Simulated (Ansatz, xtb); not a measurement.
**Relative energy of two isomers of C4H6BF**

Structure a: `B/C=C(/F)C=C`, a singlet. Structure b: `B/C=C(\F)C=C`, a singlet. Both are isolated molecules in the gas phase, relaxed with PBE0-D3(BJ)/def2-SVP; the shapes shown needn't be the lowest conformers.

a (Å):

```csv
atom,x (Å),y (Å),z (Å)
C,2.0272,-0.2128,0.3445
C,0.9163,-0.4323,-0.4052
C,-0.4303,0.0618,-0.1766
C,-1.4579,-0.2259,-0.9865
B,2.0633,0.6280,1.6160
F,1.0245,-1.1894,-1.4938
H,1.0724,1.1718,2.0475
H,3.1012,0.7644,2.2205
H,2.9306,-0.6996,-0.0386
H,-0.5605,0.6897,0.7059
H,-2.4584,0.1624,-0.7845
H,-1.3240,-0.8556,-1.8691
```

b (Å):

| atom | x (Å) | y (Å) | z (Å) |
| --- | --- | --- | --- |
| C | 1.3109 | -0.1988 | 1.1263 |
| C | 0.6566 | 0.0393 | -0.0374 |
| C | -0.7629 | -0.1671 | -0.2733 |
| C | -1.3604 | 0.0852 | -1.4454 |
| B | 2.8087 | 0.0313 | 1.3366 |
| F | 1.3094 | 0.5029 | -1.0953 |
| H | 3.3117 | -0.2084 | 2.4099 |
| H | 3.5011 | 0.4517 | 0.4409 |
| H | 0.6704 | -0.5790 | 1.9282 |
| H | -1.3315 | -0.5490 | 0.5787 |
| H | -2.4306 | -0.0835 | -1.5816 |
| H | -0.7910 | 0.4670 | -2.2962 |

Q: Estimate E(b) − E(a) at the level CCSD(T)/def2-SVP + ΔMP2/def2-TZVPP.

A: Too close to call at this level: CCSD(T)/def2-SVP + ΔMP2/def2-TZVPP gives E(b) − E(a) = +1.00 kcal/mol.

The same difference at several levels:

| level | geometry | E(b) − E(a) (kcal/mol) | departure from the last row (kcal/mol) | job, with rough time for the two |
| --- | --- | --- | --- | --- |
| GFN2-xTB | GFN2-xTB | +0.54 | −0.46 | optimisation, 0.4 s |
| HF/STO-3G | GFN2-xTB | −0.87 | −1.87 | single point, 1.1 s |
| r2SCAN-D4/def2-SVP | GFN2-xTB | +0.43 | −0.57 | single point, 8.4 s |
| PBE0-D3(BJ)/def2-SVP | PBE0-D3(BJ)/def2-SVP | +0.73 | −0.27 | optimisation, 89 s |
| HF/def2-SVP | PBE0-D3(BJ)/def2-SVP | −0.28 | −1.28 | part of the CCSD(T) run |
| MP2/def2-SVP | PBE0-D3(BJ)/def2-SVP | +0.32 | −0.68 | part of the CCSD(T) run |
| CCSD(T)/def2-SVP | PBE0-D3(BJ)/def2-SVP | +0.27 | −0.73 | single point |
| CCSD(T)/def2-SVP + ΔMP2/def2-TZVPP | PBE0-D3(BJ)/def2-SVP | +1.00 |  | single point, 1.8 min |

As drawn, both hold the same kinds of bond in the same numbers.

The largest departure from CCSD(T)/def2-SVP + ΔMP2/def2-TZVPP is that of HF/STO-3G, 1.87 kcal/mol. The last row adds to CCSD(T) the change of the MP2 difference between the two basis sets, here +0.73 kcal/mol.

With thermal terms from frequencies at re-optimised GFN2-xTB minima (ideal gas, soft modes damped towards free rotors, one conformer each, 298.15 K, 1 atm): on the last row, ΔE + ΔZPE = +0.94, ΔH = +0.96, ΔG = +0.95 kcal/mol.

The correlated steps freeze 6 core orbitals. Programs: Ansatz 0.2.0, xtb 6.7.1; the last row on 2 threads of AMD EPYC (Zen 3) on a shared host.
